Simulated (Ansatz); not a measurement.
`CCOB(F)F` at its PBE0-D4/def2-TZVP geometry, where that method's forces vanish. Charge 0, multiplicity 1.

```xyz
11

C     1.1733   -0.8014    0.2078
C     0.2542   -0.0893   -0.7536
O    -1.0929   -0.1221   -0.2868
B    -1.6092    0.8661    0.4524
F    -0.9219    1.9554    0.7810
F    -2.8555    0.7743    0.8801
H     2.1894   -0.8231   -0.1927
H     0.8431   -1.8295    0.3670
H     1.2003   -0.2910    1.1732
H     0.2473   -0.5858   -1.7257
H     0.5718    0.9464   -0.9027
```

What forces (eV/Å) does ωB97M-V/def2-TZVPP give on these atoms in Ansatz 0.2.0? (An estimate is asked.)

Computed: 
```
C1   0.126 -0.096  0.128
C2   0.164  0.104 -0.261
O3  -0.121 -0.146 -0.022
B4   0.014 -0.067 -0.036
F5   0.151  0.202  0.056
F6  -0.241 -0.010  0.086
H7  -0.078  0.002  0.032
H8   0.017  0.081 -0.015
H9  -0.010 -0.031 -0.069
H10  0.008  0.048  0.087
H11 -0.031 -0.087  0.013
```
